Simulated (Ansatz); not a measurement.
Species: H$_{3}$Ge, SMILES `[GeH3]` (charge 0, multiplicity 2).

### Question
Give a relaxed geometry from Ansatz (a quantum-chemistry and plane-wave program) with CAM-B3LYP-D3(BJ)/def2-TZVP.

### Answer
the end point of this relaxation (outside a Z-matrix the atoms follow the SMILES, hydrogens last).
Z-matrix (Å, degrees):
```
Ge
H 1 1.5346
H 1 1.5346 2 110.95
H 1 1.5346 2 110.95 3 123.81
```
